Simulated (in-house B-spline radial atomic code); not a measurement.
Ionisation energies with and without relativity, with size and susceptibility from the Dirac run. Dirac energy differences include first-order Breit, QED and recoil terms. NIST's values go from ground level to ground level; the uncertainty of those that are theory runs from under 0.1 % in few-electron ions to several per cent in heavy many-electron ones. Computed with a radial B-spline atomic code at the basis-set limit: non-relativistic Hartree-Fock and Dirac-Hartree-Fock, averages of the configuration (point nuclei without relativity, finite nuclei with it).

| ion | configuration | configuration after | ionisation non-relativistic (eV) | ionisation Dirac Breit and QED (eV) | tabulated value (eV) | tabulated kind | radius at density 0.001 (bohr) | diamagnetic susceptibility (10⁻⁶ cm³/mol) |
| --- | --- | --- | --- | --- | --- | --- | --- | --- |
| Ag | [Kr] 4d10 5s1 | [Kr] 4d10 | 5.909 | 6.332 | 7.576234 | measured | 4.286 | -38.932 |
| Cd | [Kr] 4d10 5s2 | [Kr] 4d10 5s1 | 6.926 | 7.342 | 8.99382 | measured | 4.499 | -41.462 |
| In | [Kr] 4d10 5s2 5p1 | [Kr] 4d10 5s2 | ? | ? | ? | measured | ? | ? |
| Sn | [Kr] 4d10 5s2 5p2 | [Kr] 4d10 5s2 5p1 | ? | ? | ? | measured | ? | ? |
| Sb | [Kr] 4d10 5s2 5p3 | [Kr] 4d10 5s2 5p2 | 7.669 | 7.624 | 8.608389 | measured | 4.734 | -49.711 |
| Te | [Kr] 4d10 5s2 5p4 | [Kr] 4d10 5s2 5p3 | ? | ? | ? | measured | ? | ? |
| I | [Kr] 4d10 5s2 5p5 | [Kr] 4d10 5s2 5p4 | 10.297 | 10.270 | 10.45124 | measured | 4.528 | -49.108 |
| Xe | [Kr] 4d10 5s2 5p6 | [Kr] 4d10 5s2 5p5 | 11.685 | 11.668 | 12.12984 | measured | 4.414 | -48.469 |
| Cs | [Xe] 6s1 | [Kr] 4d10 5s2 5p6 | 3.356 | 3.475 | 3.893906 | measured | 4.627 | -74.134 |
| Ba | [Xe] 6s2 | [Xe] 6s1 | 4.134 | 4.277 | 5.211665 | measured | 5.56 | -82.027 |

Problem. Fill in the row of In.

Solution. ionisation non-relativistic (eV): 5.191; ionisation Dirac Breit and QED (eV): 5.131; tabulated value (eV): 5.786356; radius at density 0.001 (bohr): 4.73; diamagnetic susceptibility (10⁻⁶ cm³/mol): -47.46.

Problem. Fill in the row of Sn.

Solution. ionisation non-relativistic (eV): 6.418; ionisation Dirac Breit and QED (eV): 6.366; tabulated value (eV): 7.343918; radius at density 0.001 (bohr): 4.786; diamagnetic susceptibility (10⁻⁶ cm³/mol): -49.247.

Problem. Fill in the row of Te.

Solution. ionisation non-relativistic (eV): 8.960; ionisation Dirac Breit and QED (eV): 8.923; tabulated value (eV): 9.009808; radius at density 0.001 (bohr): 4.639; diamagnetic susceptibility (10⁻⁶ cm³/mol): -49.569.
